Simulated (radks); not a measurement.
The numbers below are computed, except where a source is named.
All-electron atom: C3+ in [He] 2s1 (the NIST ground configuration). Level of theory: scalar-relativistic Kohn-Sham, PBE, spin-polarised, spherical densities, point nucleus; open shells are filled with parallel spins first (a radial shooting solver on a logarithmic mesh with Libxc functionals).

Radial electron density D(r) = 4 pi r^2 rho(r):

```
   r/bohr * D(r) (the largest magnitude, 6.17, reaches the edge; | marks zero)
  0.01249 | *
  0.01513 |  *
  0.01848 |   *
  0.02257 |     *
  0.02757 |       *
  0.03367 |          *
   0.0408 |              *
  0.04983 |                   *
  0.06086 |                         *
  0.07434 |                                *
   0.0908 |                                       *
     0.11 |                                              *
   0.1344 |                                                   *
   0.1641 |                                                      *
   0.2005 |                                                     *
   0.2429 |                                               *
   0.2967 |                                      *
   0.3624 |                           *
   0.4426 |                *
   0.5406 |         *
    0.655 |      *
      0.8 |      *
   0.9771 |       *
    1.193 |       *
    1.458 |     *
    1.766 |  *
    2.157 |*
    2.635 *
    3.218 *
    3.931 *
```

D(r) has 2 maxima, at r = 0.172, 1.05 bohr, and minima at 0.727 bohr, inside which lie 2.08 electrons.
